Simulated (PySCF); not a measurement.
**From computed data to an observable: oscillator strength and radiative lifetime**

C4H9O, SMILES CC(CC)=[OH+], charge +1.

Coordinates come from a PBE0-D3(BJ)/def2-SVP optimisation. The isomer is the one that the SMILES or the coordinates give; other isomers of the formula were not compared. The values are those of a single conformer.

PySCF with TDA-ωB97X/def2-SVPD puts the first singlet state with f over 0.02 at 7.69 eV (vertical), with the transition dipole (-0.777, 0.024, -0.098) in atomic units.

### Question
Find the oscillator strength, the wavelength and the radiative lifetime that this transition would have in vacuum if emission retraced absorption.

### Answer

|μ|² = 0.6139 au, so |μ| = 1.99 D. ΔE = 7.69/27.211 = 0.2826 hartree. f = (2/3) ΔE |μ|² = 0.116 (the program prints 0.116).
λ = 1239.84/7.69 = 161 nm; ν = 62024 cm⁻¹.
Einstein's coefficient A = 0.6670 ν² f s⁻¹ (ν in cm⁻¹) = 3.0e8 s⁻¹, so τ = 1/A = 3.4 ns. This state is S3; the lower singlets have f = 0.006, 0.003. The figure is the radiative limit of this one transition; relaxation, internal conversion, crossing to triplets and a medium change what is measured.
